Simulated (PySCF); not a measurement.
Computed shifts of a molecule C₄H₄BFO, PBE/pcSseg-1 (PySCF), GIAO, gas phase, equivalent atoms averaged, in ppm (number of nuclei): ¹³C: 237.2 (1), 107.7 (1), 91.1 (1), 36.3 (1). ¹⁹F: -43.1 (1). ¹H: 3.27 (1), 2.58 (3). References: ¹³C against TMS (σ = 182.0 ppm); ¹¹B against BF3 (σ = 83.9 ppm); ¹⁹F against CFCl3 (σ = 133.6 ppm); ¹⁷O against H2O (σ = 334.3 ppm); ¹H against TMS (σ = 31.49 ppm), references at their B3LYP-D3(BJ)/def2-TZVP geometries, non-relativistic. Coordinates come from a B3LYP-D3(BJ)/def2-SVP optimisation. The values are those of a single conformer.

Problem. Which molecule gave these data?
A. O=CB1C=C[C@H]1F
B. C#CB(F)C(C)=O
C. O=C1C=CCB1F
D. OB1C=CC(F)=C1

Solution. B, C#CB(F)C(C)=O
